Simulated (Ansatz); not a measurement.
Total energies of GaH5OSSi, SMILES `[OH][GaH][S][SiH3]`.

Cartesian coordinates in Å:
```
O 0.585 0.062 1.659
Ga -0.666 -1.092 1.116
S -1.129 -0.872 -1.010
Si 0.214 0.734 -1.489
H 0.819 0.000 2.587
H -1.337 -2.126 2.062
H 1.628 0.344 -1.274
H -0.011 0.991 -2.934
H -0.102 1.958 -0.717
```

The species carries charge 0 and has multiplicity 1. Correlated methods include outer-core shells of Ga, which these sets cover unevenly. Scalar relativity is left out up to krypton. The structure was optimised at the PBE0-D4/def2-TZVP level. It is one conformer, not always the lowest. Basis def2-TZVPP, Ansatz 0.2.0.

RPA on PBE orbitals: Hartree–Fock energy of these orbitals -2687.56070 Eh, correlation -1.27564 Eh (frozen core).

| functional | energy without D4 (Eh) | D4 term (kJ/mol) |
| --- | --- | --- |
| LDA (SPW92) | -2684.77943 | – |
| revPBE | -2690.60884 | -58.6 |
| BLYP | -2690.95397 | -49.7 |
| r2SCAN | -2690.81223 | -5.3 |
| B97M-V | -2690.34671 | – |
| PBE0 | -2690.31368 | -19.9 |
| B3LYP | -2691.00384 | -38.2 |
| r2SCAN0 | -2690.76605 | -6.5 |
| HSE06 (plane-wave form) | -2690.29550 | -18.9 |
| PBE-QIDH | -2689.80065 | – |

**Question.** Give the same for PBE, r2SCANh, BHLYP, CAM-B3LYP, LC-ωPBE, ωB97X-V, ωB97M-V, B2PLYP. (Best estimate.)

**Answer.** Ansatz gave: 
```json
{"functional": "PBE", "energy without D4 (Eh)": "-2690.20967", "D4 term (kJ/mol)": "-23.3"}
{"functional": "r2SCANh", "energy without D4 (Eh)": "-2690.79308", "D4 term (kJ/mol)": "-5.8"}
{"functional": "BHLYP", "energy without D4 (Eh)": "-2690.84584", "D4 term (kJ/mol)": "-34.0"}
{"functional": "CAM-B3LYP", "energy without D4 (Eh)": "-2691.02094", "D4 term (kJ/mol)": "-20.7"}
{"functional": "LC-ωPBE", "energy without D4 (Eh)": "-2690.41452", "D4 term (kJ/mol)": "–"}
{"functional": "ωB97X-V", "energy without D4 (Eh)": "-2690.60420", "D4 term (kJ/mol)": "–"}
{"functional": "ωB97M-V", "energy without D4 (Eh)": "-2690.73301", "D4 term (kJ/mol)": "–"}
{"functional": "B2PLYP", "energy without D4 (Eh)": "-2690.24958", "D4 term (kJ/mol)": "–"}
```

B3LYP takes the VWN-RPA correlation (the form of Gaussian; ORCA's B3LYP/G). HSE06 is the plane-wave form, built on full-range PBE exchange. The double hybrids freeze the cores in their second-order part.

LC-ωPBE has ω = 0.4 bohr⁻¹.
